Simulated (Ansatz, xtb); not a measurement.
**F2H6Si3: where a starting geometry ends**

The starting geometry of this gas-phase singlet has its atoms placed at random.

```xyz
11

F    -1.9507   -0.2222   -0.4057
F     0.5107    0.6873   -1.9894
Si   -0.7474   -0.7812    1.5780
Si    1.8933    1.3434   -1.2266
Si   -0.7114   -0.7444   -1.9252
H    -0.3156    0.5531   -2.1584
H    -0.1916    0.9277    0.5849
H     1.5772    1.6089    0.2592
H     1.3366   -0.0710   -0.6269
H    -0.8895    0.8239    1.8317
H     0.0114   -1.6963   -0.0781
```

Guess where an optimisation with r2SCAN-D4/def2-SVP ends from this start.

It ends as a structure with F1 bridging Si5 and Si3, H7 bridging Si3 and Si4, given below by its coordinates. Distances that change by over a tenth: Si3–Si4 (4.40 → 2.65 Å), Si4–H7 (2.79 → 1.82 Å), Si5–H6 (1.38 → 1.53 Å). Contacts that open: F2–Si5 (1.88 → 3.63 Å), F2–H6 (0.85 → 3.12 Å). Contacts that close: F1–Si3 (2.39 → 1.78 Å), Si3–H7 (2.05 → 1.59 Å), Si5–H11 (2.20 → 1.60 Å).

The energy falls by 13.93 eV over 38 steps:

```json
{"step": "1", "E − E(last) (eV)": "13.926"}
{"step": "5", "E − E(last) (eV)": "4.516"}
{"step": "9", "E − E(last) (eV)": "2.796"}
{"step": "13", "E − E(last) (eV)": "1.685"}
{"step": "17", "E − E(last) (eV)": "0.470"}
{"step": "22", "E − E(last) (eV)": "0.379"}
{"step": "26", "E − E(last) (eV)": "0.256"}
{"step": "30", "E − E(last) (eV)": "0.026"}
{"step": "34", "E − E(last) (eV)": "0.002"}
{"step": "38", "E − E(last) (eV)": "0.000"}
```

Final geometry (Å):

```yaml
atoms:
  - { symbol: F, position_ang: [-1.6009, -0.8892, 0.3541] }
  - { symbol: F, position_ang: [0.8787, 1.6311, -1.7806] }
  - { symbol: Si, position_ang: [-0.7416, 0.2895, 1.3810] }
  - { symbol: Si, position_ang: [1.1245, 0.7239, -0.4471] }
  - { symbol: Si, position_ang: [-1.3246, -1.2411, -1.5392] }
  - { symbol: H, position_ang: [-1.8703, 0.1534, -1.8474] }
  - { symbol: H, position_ang: [0.6537, -0.3353, 0.9577] }
  - { symbol: H, position_ang: [1.6146, 1.6973, 0.5876] }
  - { symbol: H, position_ang: [2.2396, -0.2267, -0.7285] }
  - { symbol: H, position_ang: [-0.5606, 1.2356, 0.1401] }
  - { symbol: H, position_ang: [0.1101, -0.6092, -1.2343] }
```

From the same start GFN2-xTB ends elsewhere, in pieces: FH5Si2 + FHSi.

From so rough a start the end depends on the optimiser's path, so another program may land elsewhere. The end wasn't checked by frequencies. Run with Ansatz 0.2.0, 120 s on 2 threads of AMD EPYC 7R43 64-Core Processor (Zen 3), on a shared host.
